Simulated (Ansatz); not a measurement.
A nudged elastic band was laid between two geometries of C$_{2}$H$_{6}$O$_{2}$Si (11 atoms, charge 0, multiplicity 1).

All numbers below come from Ansatz 0.2.0, RKS PBE-D4/def2-SVP.

```
movable images  : 9
climbing image  : yes
spring          : 5.0 eV/Å²
optimiser       : quadratic models (default)
start path      : through a guess of the saddle point
force threshold : 0.05 eV/Å
iteration limit : 60
end points      : relaxed
```

Image 0:

```xyz
11
Properties=species:S:1:pos:R:3
O -1.483 1.488 1.149
Si -0.604 0.895 -0.142
C -0.254 -0.959 -0.345
C 1.223 -0.514 -0.173
O 1.091 0.920 0.056
H -1.219 1.152 2.023
H -1.140 1.684 -1.294
H -0.497 -1.413 -1.325
H -0.630 -1.623 0.458
H 1.841 -0.699 -1.078
H 1.737 -0.988 0.693
```

Image 10:

```xyz
11
Properties=species:S:1:pos:R:3
O -1.348 1.242 0.903
Si -0.621 0.732 -1.138
C -0.192 -1.097 -0.591
C 1.112 -0.504 -0.027
O 0.942 0.912 -0.302
H -0.388 1.461 1.049
H -1.794 2.110 0.834
H -0.062 -1.834 -1.409
H -0.872 -1.534 0.169
H 2.030 -0.878 -0.534
H 1.259 -0.668 1.067
```

Task: Which bonds break or form, and what moves?

Result: Bonds broken: Si2–H7. Bonds formed: O1–H7. C2H6O2Si becomes C2H4OSi + H2O.

Task: Give the energies along the band, and the barrier.

Result: It converged. The highest image is number 6 of 0 to 10, 277.2 kJ/mol above the first end and 86.5 kJ/mol above the last; the last end lies 190.6 kJ/mol above the first. Neighbouring images differ by up to 1.3 eV, so the band resolves the path poorly. A vibrational analysis at the climbing image gives one clearly imaginary mode, 1241i cm⁻¹: a first-order saddle point. The orbitals stay closed-shell, which can raise the energy where a bond breaks towards radicals; this wasn't checked here.

```
image  path coordinate (Å)  energy (kJ/mol)  Si2–H7 (Å)  O1–H7 (Å)
    0                 0.00              0.0        1.50       2.47
    1                 0.54              6.7        1.50       2.51
    2                 1.09              6.7        1.50       2.60
    3                 1.63              6.6        1.50       2.59
    4                 2.17             29.9        1.50       2.40
    5                 2.71            150.3        1.50       1.90
    6                 3.26            277.2        1.63       1.33
    7                 3.70            217.7        2.02       1.01
    8                 4.14            198.1        2.44       0.98
    9                 4.59            192.5        2.62       0.98
   10                 5.03            190.6        2.68       0.98
```

Task: What is the geometry of the highest image?

Result: 
```xyz
11
Properties=species:S:1:pos:R:3:forces:R:3
O -1.513 1.201 1.076 0.00 0.00 0.00
Si -0.588 0.817 -0.596 -0.01 0.01 0.00
C -0.179 -1.056 -0.547 0.01 0.00 0.00
C 1.227 -0.559 -0.125 -0.02 0.00 0.00
O 1.081 0.886 -0.180 0.00 0.00 0.00
H -0.897 1.737 1.626 0.00 0.00 0.00
H -1.668 1.904 -0.041 0.01 -0.01 0.00
H -0.209 -1.604 -1.508 0.00 0.00 0.00
H -0.737 -1.626 0.222 0.00 0.00 0.00
H 2.039 -0.883 -0.811 0.01 0.00 0.00
H 1.508 -0.874 0.905 0.00 0.00 0.00
```

The band took 15 iterations and about 9 core-minutes.

Time of the run: 4.6 min on 2 threads of Arm Neoverse V1, on a shared host, peak memory 0.14 GiB.
